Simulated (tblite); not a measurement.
C3H4NS2Si (doublet state).
Cartesian coordinates in Å at the GFN2-xTB level; atoms count from 1:
```xyz
11
C3H4NS2Si angstrom
N     -2.481   -1.248    0.420
C     -1.636   -0.712   -0.132
C     -0.535   -0.066   -0.797
C     -0.049    1.165   -0.048
S      0.610    0.769    1.609
Si     1.384   -1.191    1.113
S      0.827   -1.292   -0.984
H     -0.829    0.204   -1.816
H     -0.870    1.867    0.107
H      0.747    1.654   -0.612
H      2.837   -1.148    1.115
```

Method: GFN2-xTB as coded in tblite; computed harmonic values from a numerical Hessian at the method's own geometry, unscaled. This tight-binding method is rough: wavenumbers can miss measured ones by several per cent, in bad cases by 10 to 20. Modes of hydrogen on silicon can be 10 to 20 % off. One conformer, not necessarily the lowest. Open shells enter through the occupations alone, without spin polarisation, and single modes of such species can be off by tens of per cent.

Harmonic wavenumbers (cm⁻¹): 61.2, 88.2, 147.4, 236.5, 256.5, 361.2, 464.6, 487.9, 490.0, 508.1, 546.6, 595.8, 653.8, 735.7, 850.8, 955.1, 1047.6, 1099.2, 1142.0, 1202.0, 1256.2, 1434.1, 2317.6, 2398.9, 2939.9, 2979.6, 2993.6.

A = 1900, B = 1560, C = 1208 MHz; mass 145.955 u (most abundant isotopes); point group C1, symmetry number 1; spin multiplicity 2.

Problem. Zero-point energy?

Solution. Half the sum of the wavenumbers: 14125 cm⁻¹ = 168.98 kJ/mol.

Problem. Give the ideal-gas entropy at 400 K and 1 bar in the rigid-rotor, harmonic-oscillator model (classical rotation).

Solution. Translation 177.11, rotation 124.53, vibration 116.18, spin (R ln 2) 5.76: S = 423.6 J/(mol K).

Problem. And Cp and H(400 K) − H(0)?

Solution. Cp = 149.42 J/(mol K), of which vibrations give 116.16 (their classical limit is 27 R = 224.5); H(400 K) − H(0) = 37.91 kJ/mol without the zero-point energy, 24.60 from vibrations.

Problem. Blend soft modes into free rotors: weight 1/[1 + (100 cm⁻¹/ν̃)⁴] for the oscillator and the rest for a rotor with moment μB/(μ + B), μ = h/(8π²ν), B = 10⁻⁴⁴ kg m². What vibrational entropy results?

Solution. 108.20 J/(mol K) in place of 116.18, which changes −T·S at 400 K by +3.19 kJ/mol.

Problem. What must be added to the electronic energy to get the Gibbs energy at 400 K and 1 bar?

Solution. ZPE + [H(400 K) − H(0)] − T·S = 168.98 + 37.91 − 169.43 = 37.46 kJ/mol.

Problem. How do the functions run with temperature in this model?

Solution. 
```csv
T (K),S (J/(mol K)),Cp (J/(mol K)),H − H(0) (kJ/mol),G − H(0) (kJ/mol),ln q(vib)
50,246.1,47.7,1.94,-10.37,0.29
100,284.1,63.7,4.72,-23.69,1.06
298.15,383.1,126.3,23.81,-90.41,4.67
373.15,413.4,143.9,33.97,-120.29,6.08
500,458.9,166.6,53.74,-175.68,8.39
750,532.3,195.0,99.26,-299.95,12.62
1000,591.0,212.7,150.39,-440.61,16.36
```

q(vib) and H(0) count from the zero-point level.

Hindered rotation and anharmonicity are outside this model. Other conformers, if any are populated, would add a mixing term that is left out. The structure is chiral; the term R ln 2 for an equal mix with its mirror image is left out.
